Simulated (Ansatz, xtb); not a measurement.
**GeHNO: which of two structures lies lower**

We compare I, a singlet given by its coordinates, with II, `O[N+]#[Ge-]`, a singlet. Both are isolated molecules in the gas phase, relaxed with PBE0-D3(BJ)/def2-SVP.

I (Å):

```xyz
4

Ge   -1.5302   -0.1292   -0.3182
N     0.2298   -0.7944   -0.1629
O    -0.2954    0.0464    0.9670
H     0.2217   -1.7548    0.2089
```

Close contacts (Å): Ge1–N2 1.89, Ge1–O3 1.79, N2–O3 1.50, N2–H4 1.03.

II (Å):

```xyz
4

Ge    0.7067   -1.2942   -0.4592
N    -0.1955   -0.0117    0.0898
O    -0.7777    1.0730    0.5739
H    -1.7284    0.9700    0.4175
```

Quicker runs give these differences E(II) − E(I): GFN2-xTB +12.4 kcal/mol; HF/STO-3G +2.1 kcal/mol (at GFN2-xTB geometries); r2SCAN-D4/def2-SVP −0.9 kcal/mol (at GFN2-xTB geometries).

Q: Estimate E(II) − E(I) at the level CCSD(T)/def2-TZVPP.

A: Calculated at CCSD(T)/def2-TZVPP: E(II) − E(I) = +6.9 kcal/mol, so structure I lies lower.

The same difference at several levels:

| level | geometry | E(II) − E(I) (kcal/mol) | departure from the last row (kcal/mol) | job, with rough time for the two |
| --- | --- | --- | --- | --- |
| GFN2-xTB | GFN2-xTB | +12.4 | +5.4 | optimisation, 0.15 s |
| HF/STO-3G | GFN2-xTB | +2.1 | −4.8 | single point, 0.36 s |
| r2SCAN-D4/def2-SVP | GFN2-xTB | −0.9 | −7.8 | single point, 2.2 s |
| PBE0-D3(BJ)/def2-SVP | PBE0-D3(BJ)/def2-SVP | −0.2 | −7.1 | optimisation, 18 s |
| HF/def2-TZVPP | PBE0-D3(BJ)/def2-SVP | +9.9 | +3.0 | part of the CCSD(T) run |
| MP2/def2-TZVPP | PBE0-D3(BJ)/def2-SVP | +3.7 | −3.2 | part of the CCSD(T) run |
| CCSD(T)/def2-TZVPP | PBE0-D3(BJ)/def2-SVP | +6.9 |  | single point, 43 s |

r2SCAN-D4/def2-SVP puts the two in the other order. PBE0-D3(BJ)/def2-SVP finds them nearly level. The largest departure from CCSD(T)/def2-TZVPP is that of r2SCAN-D4/def2-SVP, 7.8 kcal/mol.

With harmonic frequencies from PBE0-D3(BJ)/def2-SVP (ideal gas, rigid rotor, one conformer each, 400 K, 1 atm): the zero-point term adds +0.3 kcal/mol; ΔH is +7.6 and ΔG +7.3 kcal/mol.

The T1 diagnostic of structures I and II is large, so the coupled-cluster value is less sure. The correlated steps freeze 11 core orbitals; the filled d shell of Ge is correlated, in a basis made for valence electrons. Codes used: Ansatz 0.2.0, xtb 6.7.1; the last row on 1 thread of AMD EPYC 7R43 64-Core Processor (Zen 3) on a shared host.
